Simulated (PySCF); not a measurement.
# RbS and its ions

r²SCAN; basis Rb def2-SVPD with ECP28, S def2-SVPD; scalar-relativistic core potentials; PySCF 2.14. Neutral (UKS): doublet (π ↑), Re = 3.026 Å, ωe = 205 cm⁻¹, De = 2.74 eV, HOMO -3.51 eV, LUMO -2.58 eV.

RbS⁺ (UKS): triplet (π ↑↑), Re = 3.574 Å, ωe = 89.9 cm⁻¹, De = 0.29 eV to Rb⁺ + S. The energies at the minima are -422.15055 hartree for RbS and -421.91017 for RbS⁺.

Q: Work out the adiabatic ionisation energy, without and with harmonic zero-point energies (1 hartree = 27.2114 eV, 1 eV = 8065.5 cm⁻¹), and the change of the bond length.

A: At r²SCAN: 0.24038 hartree = 6.541 eV between the minima; the zero-point term (89.9 − 205.0)/2 cm⁻¹ = -0.007 eV makes it 6.534 eV. Re changes by +54.8 pm against the neutral. The electron leaves a π orbital, and the ion is left as a loose complex of an ion and an atom.

Weak bonds: RbS⁺. Basis-set superposition, not corrected here, can be much of De in a small basis, most of all at correlated wavefunction levels. Spin–orbit coupling is left out. For an ion De counts to the pair picked by the measured ionisation energies or electron affinities, which need not be the lowest pair at this level. States were picked by a PBE0 search and need not be the measured ground states.
